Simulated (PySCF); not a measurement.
C2H4F2Si2, SMILES F[Si@@H](C#C)[SiH2]F. Atoms are numbered in the order given.

```xyz
10

C      2.7981     0.9253     0.2819
C      1.8341     0.1828     0.3268
Si     0.3277    -0.8470     0.4048
F      0.3153    -1.8832    -0.8564
Si    -1.5700     0.5327     0.2823
F     -1.4167     1.5188    -1.0102
H      3.6534     1.5759     0.2400
H      0.3407    -1.6551     1.6540
H     -2.8202    -0.2614     0.1229
H     -1.6624     1.3728     1.5102
```
Charge 0, spin multiplicity 1.

Geometry optimised at B3LYP-D3(BJ)/def2-SVP. The structure was generated by enumeration; whether it is a known compound was not checked. The values are those of a single conformer.

Two levels are set side by side: PBE/pcSseg-1 (PySCF) and PBE0/pcSseg-1 (PySCF). GIAO shifts against CFCl3 (¹⁹F), TMS (²⁹Si), TMS (¹H), TMS (¹³C) at the same level; non-relativistic, no solvent, atoms listed together averaged. Differences are taken from unrounded values.

```tsv
quantity	PBE0
δ(¹³C) of C1 (ppm)	113.1
δ(¹³C) of C2 (ppm)	85.8
δ(²⁹Si) of Si3 (ppm)	-13.4
δ(¹⁹F) of F4 (ppm)	-229.8
δ(²⁹Si) of Si5 (ppm)	3.0
δ(¹⁹F) of F6 (ppm)	-270.2
δ(¹H) of H7 (ppm)	3.20
δ(¹H) of H8 (ppm)	5.53
```

What does PBE give, and how far is it from PBE0? (The exact figures need the calculation; the answer reports its results.)


```csv
quantity,PBE,PBE minus PBE0
δ(¹³C) of C1 (ppm),109.5,-3.5
δ(¹³C) of C2 (ppm),85.4,-0.4
δ(²⁹Si) of Si3 (ppm),-13.5,-0.1
δ(¹⁹F) of F4 (ppm),-252.3,-22.5
δ(²⁹Si) of Si5 (ppm),4.3,1.4
δ(¹⁹F) of F6 (ppm),-295.4,-25.2
δ(¹H) of H7 (ppm),3.12,-0.08
δ(¹H) of H8 (ppm),5.81,0.27
```

Rough cost on one machine, each run with all the roots and properties that it gave: PBE0 against PBE within a factor of 2.
